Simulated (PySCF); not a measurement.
Input file for PySCF: D3(BJ) and D4 dispersion corrections on C2H10OSi (a complex), monomers drawn apart or pushed together.

```python
from pyscf import gto
from pyscf.dispersion import dftd3, dftd4

mol = gto.M(
    atom='''
    C     0.33690447   -0.27052916   -0.27642208
    O     0.52992809    0.78422274    0.65793276
    H    -0.21442391   -1.10856820    0.16176226
    H     1.32677896   -0.62096859   -0.56477889
    H    -0.18588020    0.07090175   -1.17587299
    H    -0.33089921    1.10811658    0.94282948
    C     1.27523169    0.30220177    4.48461910
    Si   -0.44449800   -0.34987389    4.14234612
    H     1.74346469    0.60843298    3.54886416
    H     1.89501270   -0.46550438    4.95172974
    H     1.24059503    1.16221270    5.15597091
    H    -1.29775909    0.69253817    3.51187716
    H    -1.11841827   -0.76296545    5.39936534
    H    -0.41311933   -1.52317857    3.23648600
    ''',
    basis='def2-svp',
    charge=0, spin=0, verbose=0, max_memory=1800)
d3, d4 = {}, {}
for xc in ['hf', 'pbe', 'blyp', 'revpbe', 'tpss', 'r2scan', 'b3lyp', 'pbe0', 'bhlyp', 'camb3lyp', 'b2plyp']:
    d3[xc] = float(dftd3.DFTD3Dispersion(mol, xc=xc, version='d3bj', atm=False).get_dispersion()['energy'])
    print(f'D3(BJ) {xc:10s} {d3[xc]:14.8f} Eh')
for xc in ['hf', 'pbe', 'blyp', 'revpbe', 'tpss', 'r2scan', 'b3lyp', 'pbe0', 'bhlyp', 'camb3lyp', 'b2plyp']:
    d4[xc] = float(dftd4.DFTD4Dispersion(mol, xc={'camb3lyp': 'cam-b3lyp'}.get(xc, xc), atm=True).get_dispersion()['energy'])
    print(f'D4     {xc:10s} {d4[xc]:14.8f} Eh')
```

The log:

```
D3(BJ) hf            -0.05976521 Eh
D3(BJ) pbe           -0.00758101 Eh
D3(BJ) blyp          -0.01552749 Eh
D3(BJ) revpbe        -0.01891913 Eh
D3(BJ) tpss          -0.00944928 Eh
D3(BJ) r2scan        -0.00231800 Eh
D3(BJ) b3lyp         -0.01269718 Eh
D3(BJ) pbe0          -0.00656065 Eh
D3(BJ) bhlyp         -0.00980531 Eh
D3(BJ) camb3lyp      -0.00590812 Eh
D3(BJ) b2plyp        -0.00585516 Eh
D4     hf            -0.02400585 Eh
D4     pbe           -0.00674476 Eh
D4     blyp          -0.01458378 Eh
D4     revpbe        -0.02178840 Eh
D4     tpss          -0.00904669 Eh
D4     r2scan        -0.00191063 Eh
D4     b3lyp         -0.01058624 Eh
D4     pbe0          -0.00575875 Eh
D4     bhlyp         -0.00761068 Eh
D4     camb3lyp      -0.00580667 Eh
D4     b2plyp        -0.00474936 Eh
```

The run finished.

Cost: about 0.03 core-seconds (a rough figure).
